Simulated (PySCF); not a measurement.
Structure problem from calculated spectra and properties.

Formula: C2H2BF3.

| Item | Value |
| --- | --- |
| Rotational structure | rotational constants A, B, C: 5.260, 3.406, 2.067 GHz [PBE0-D3(BJ)/def2-SVP] |
| 1H NMR | chemical shifts (computed TMS as zero) by class: 6.80 (2 H) ppm [GIAO PBE0/pcSseg-1] |
| Polarisability | 44.1 au [wB97X-D/def2-SVPD] |
| 13C NMR | chemical shifts (computed TMS as zero) by class: 174.4 (1 C), 146.5 (1 C) ppm [GIAO PBE0/pcSseg-1] |
| Triplet | lowest triplet excitation (Tamm–Dancoff): 3.29 eV [TDA wB97X-D/def2-SVPD] |
| NMR, other nuclei | isotropic shieldings of nuclei other than C and H, by class: 37 (1 B), 242 (1 F), 256 (1 F), 368 (1 F) ppm [GIAO PBE0/pcSseg-1] |
| Dipole | 0.95 D [wB97X-D/def2-SVPD] |
| Valence photoelectron | vertical ionisation energy: 10.49 eV [ΔSCF wB97X-D/def2-SVPD] |
| UV, first state | lowest singlet excitation: 5.37 eV (231 nm, f = 0.269) [TDDFT wB97X-D/def2-SVPD] |

Electronic properties: PySCF, gas phase, density fitting. Levels stand in brackets. Geometry: PBE0-D3(BJ)/def2-SVP; no solvent, vibrations or thermal averaging. NMR classes are plain means over equivalent atoms (diastereotopic ones count apart unless rotation or inversion swaps them), as if these changed places fast.

Q: Propose a structure and show how it fits.

A: Numbering: `[BH2:1][C:2]([F:3])=[C:4]([F:5])[F:6]`. 2 carbons fall into 2 classes; from least to most shielded: =CF2 carbon [C4] (174.4 ppm), vinylic C–F carbon [C2] (146.5 ppm). All hydrogens form one class (6.80 ppm): B–H hydrogen. The other shieldings belong to: 37 ppm, three-coordinate boron [B1]; 242 ppm, vinyl fluorine [F5]; 256 ppm, vinyl fluorine [F6]; 368 ppm, vinyl fluorine [F3]. S1 is mainly HOMO→LUMO (weight 0.98); the largest Löwdin shares of the orbital it empties are 0.33 on the vinylic C–F carbon, 0.24 on the =CF2 carbon, 0.18 on a vinyl fluorine and 0.09 on a vinyl fluorine, of the orbital it fills 0.38 on the three-coordinate boron, 0.21 on the =CF2 carbon, 0.15 on the vinylic C–F carbon and 0.07 on a vinyl fluorine. The optimised geometry has point group Cs and is an asymmetric top. Structure: `BC(F)=C(F)F`. The assignments are read from this structure; whether some other isomer fits the data as well wasn't checked.
